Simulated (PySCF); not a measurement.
methyl ethyl ether (C3H8O), singlet, at a GFN2-xTB geometry; TPSS/STO-3G in PySCF.

Input for PySCF:
```python
from pyscf import gto, scf, dft

mol = gto.M(
    atom='''
O     0.02217187   -0.70637156   -0.00891756
C    -0.00191006    0.70379066    0.00906344
C     1.31940794   -1.23577614   -0.00427645
C    -1.44920700    1.16750381    0.00224778
H     0.51537054    1.07502478    0.90896197
H     0.53111673    1.09799856   -0.87167144
H     1.21557456   -2.31874503   -0.01916715
H     1.88715969   -0.91090045   -0.88622004
H     1.87140251   -0.93389025    0.89565558
H    -1.94985378    0.79906787   -0.88859537
H    -1.96544310    0.77632297    0.87429802
H    -1.49244744    2.25298407    0.01587030
''',
    basis='sto-3g',
    verbose=4,
)

mf = dft.RKS(mol)
mf.xc = 'tpss'
mf.init_guess = 'mod_huckel'
mf.kernel()
```

**Question.** What does PySCF print? Leave out banner, timings and long lists.

**Answer.** 
```
PySCF version 2.14.0

[INPUT] verbose = 4
[INPUT] num. atoms = 12
[INPUT] num. electrons = 34
[INPUT] charge = 0
[INPUT] spin (= nelec alpha-beta = 2S) = 0
[INPUT] symmetry False subgroup None
[INPUT] Mole.unit = angstrom
[INPUT] Symbol           X                Y                Z      unit          X                Y                Z       unit  Magmom
[INPUT]  1 O      0.022171870000  -0.706371560000  -0.008917560000 AA    0.041898761969  -1.334848790582  -0.016851746099 Bohr   0.0
[INPUT]  2 C     -0.001910060000   0.703790660000   0.009063440000 AA   -0.003609490281   1.329971596427   0.017127419346 Bohr   0.0
[INPUT]  3 C      1.319407940000  -1.235776140000  -0.004276450000 AA    2.493319653177  -2.335278455872  -0.008081319285 Bohr   0.0
[INPUT]  4 C     -1.449207000000   1.167503810000   0.002247780000 AA   -2.738604327803   2.206262450286   0.004247688588 Bohr   0.0
[INPUT]  5 H      0.515370540000   1.075024780000   0.908961970000 AA    0.973909173269   2.031502411321   1.717689180945 Bohr   0.0
[INPUT]  6 H      0.531116730000   1.097998560000  -0.871671440000 AA    1.003665159875   2.074916563567  -1.647220292205 Bohr   0.0
[INPUT]  7 H      1.215574560000  -2.318745030000  -0.019167150000 AA    2.297103002389  -4.381793059396  -0.036220664088 Bohr   0.0
[INPUT]  8 H      1.887159690000  -0.910900450000  -0.886220040000 AA    3.566214967419  -1.721352377243  -1.674713161701 Bohr   0.0
[INPUT]  9 H      1.871402510000  -0.933890250000   0.895655580000 AA    3.536438212724  -1.764796802902   1.692543748138 Bohr   0.0
[INPUT] 10 H     -1.949853780000   0.799067870000  -0.888595370000 AA   -3.684689627148   1.510019429240  -1.679201884857 Bohr   0.0
[INPUT] 11 H     -1.965443100000   0.776322970000   0.874298020000 AA   -3.714149172416   1.467037797509   1.652183809050 Bohr   0.0
[INPUT] 12 H     -1.492447440000   2.252984070000   0.015870300000 AA   -2.820316916908   4.257522855308   0.029990520515 Bohr   0.0

nuclear repulsion = 133.862529551543
number of shells = 20
number of NR pGTOs = 84
number of NR cGTOs = 28
basis = sto-3g
ecp = {}

******** <class 'pyscf.dft.rks.RKS'> ********
method = RKS
initial guess = mod_huckel
damping factor = 0
level_shift factor = 0
DIIS = <class 'pyscf.scf.diis.CDIIS'>
diis_start_cycle = 1
diis_space = 8
diis_damp = 0
SCF conv_tol = 1e-09
SCF conv_tol_grad = None
SCF max_cycles = 50
direct_scf = True
direct_scf_tol = 1e-13
XC library pyscf.dft.libxc version 7.1.2
    S. Lehtola, C. Steigemann, M. J. T. Oliveira, and M. A. L. Marques,  SoftwareX 7, 1–5 (2018)
XC functionals = tpss
    J. Tao, J. P. Perdew, V. N. Staroverov, and G. E. Scuseria,  Phys. Rev. Lett. 91, 146401 (2003)
    J. P. Perdew, J. Tao, V. N. Staroverov, and G. E. Scuseria,  J. Chem. Phys. 120, 6898 (2004)
    J. Tao, J. P. Perdew, V. N. Staroverov, and G. E. Scuseria,  Phys. Rev. Lett. 91, 146401 (2003)
    J. P. Perdew, J. Tao, V. N. Staroverov, and G. E. Scuseria,  J. Chem. Phys. 120, 6898 (2004)
radial grids:
    Treutler-Ahlrichs [JCP 102, 346 (1995); DOI:10.1063/1.469408] (M4) radial grids

becke partition: Becke, JCP 88, 2547 (1988); DOI:10.1063/1.454033
pruning grids: <function nwchem_prune>
grids dens level: 3
symmetrized grids: False
atomic radii adjust function: <function treutler_atomic_radii_adjust>
small_rho_cutoff = 0
Set gradient conv threshold to 3.16228e-05
Initial guess from on-the-fly Huckel, doi:10.1021/acs.jctc.8b01089,
employing the updated GWH rule from doi:10.1021/ja00480a005.
Spherically averaged atomic HF for {'C', 'O', 'H'}

******** <class 'pyscf.scf.atom_hf.AtomSphAverageRHF'> ********
method = AtomSphAverageRHF
initial guess = minao
damping factor = 0
level_shift factor = 0
DIIS = <class 'pyscf.scf.diis.CDIIS'>
diis_start_cycle = 1
diis_space = 8
diis_damp = 0
SCF conv_tol = 1e-09
SCF conv_tol_grad = None
SCF max_cycles = 50
direct_scf = True
direct_scf_tol = 1e-13
atom = O
Set gradient conv threshold to 3.16228e-05
Initial guess from minao.
init E= -73.1764948007123
cycle= 1 E= -73.2331923193787  delta_E= -0.0567  |g|=    0  |ddm|= 0.0752
cycle= 2 E= -73.2331923193787  delta_E=    0  |g|=    0  |ddm|= 9.02e-16
Extra cycle  E= -73.2331923193787  delta_E=    0  |g|=    0  |ddm|=    0
Atomic HF for atom  O  converged. SCF energy = -73.2331923193787

******** <class 'pyscf.scf.atom_hf.AtomSphAverageRHF'> ********
method = AtomSphAverageRHF
initial guess = minao
damping factor = 0
level_shift factor = 0
DIIS = <class 'pyscf.scf.diis.CDIIS'>
diis_start_cycle = 1
diis_space = 8
diis_damp = 0
SCF conv_tol = 1e-09
SCF conv_tol_grad = None
SCF max_cycles = 50
direct_scf = True
direct_scf_tol = 1e-13
atom = C
Set gradient conv threshold to 3.16228e-05
Initial guess from minao.
init E= -36.7517431777338
cycle= 1 E= -36.7619269638614  delta_E= -0.0102  |g|=    0  |ddm|= 0.0245
cycle= 2 E= -36.7619269638615  delta_E= -2.13e-14  |g|=    0  |ddm|= 1.91e-15
Extra cycle  E= -36.7619269638615  delta_E=    0  |g|=    0  |ddm|=    0
Atomic HF for atom  C  converged. SCF energy = -36.7619269638615

******** 1 electron system ********
Atomic HF for atom  H  converged. SCF energy = -0.466581849557275

  HOMO = 0.0283312014687878  LUMO = 0.0712161533222818  gap/eV = 1.16696
tot grids = 134904
init E= -181.237901431192
  HOMO = -0.450175249336224  LUMO = -0.227333628027714  gap/eV = 6.06383
cycle= 1 E= -190.417201004015  delta_E= -9.18  |g|=    2  |ddm|= 13.5
  HOMO = 0.498791636778782  LUMO = 0.516509310884635  gap/eV = 0.48212
cycle= 2 E= -189.327664157014  delta_E= 1.09  |g|= 2.93  |ddm|= 6.63
  HOMO = -0.0824447505990499  LUMO = 0.363586509347503  gap/eV = 12.13713
cycle= 3 E= -191.816855171713  delta_E= -2.49  |g|= 0.637  |ddm|= 4.77
  HOMO = -0.0540563805019496  LUMO = 0.267976467558771  gap/eV = 8.76296
cycle= 4 E= -191.921780137736  delta_E= -0.105  |g|= 0.254  |ddm|= 1.11
  HOMO = -0.0803772456765462  LUMO = 0.270420288453389  gap/eV = 9.54569
cycle= 5 E= -191.940301414886  delta_E= -0.0185  |g|= 0.0169  |ddm|= 0.307
  HOMO = -0.0812663246208863  LUMO = 0.268908353101005  gap/eV = 9.52874
cycle= 6 E= -191.940379214145  delta_E= -7.78e-05  |g|= 0.00764  |ddm|= 0.0318
  HOMO = -0.0815715241176382  LUMO = 0.268982618039781  gap/eV = 9.53906
cycle= 7 E= -191.94039691921  delta_E= -1.77e-05  |g|= 0.000635  |ddm|= 0.0102
  HOMO = -0.0817525283698937  LUMO = 0.268868019916747  gap/eV = 9.54087
cycle= 8 E= -191.940397055446  delta_E= -1.36e-07  |g|= 6.53e-05  |ddm|= 0.000901
  HOMO = -0.0817641256828552  LUMO = 0.268862481131638  gap/eV = 9.54104
cycle= 9 E= -191.940397056993  delta_E= -1.55e-09  |g|= 1.4e-05  |ddm|= 0.000119
  HOMO = -0.0817633606163558  LUMO = 0.268863335920042  gap/eV = 9.54104
cycle= 10 E= -191.94039705705  delta_E= -5.73e-11  |g|= 4.05e-06  |ddm|= 2.4e-05
  HOMO = -0.0817634302701385  LUMO = 0.268863244245426  gap/eV = 9.54104
Extra cycle  E= -191.940397057051  delta_E= -9.66e-13  |g|= 3.99e-06  |ddm|= 1.06e-05
converged SCF energy = -191.940397057051
```
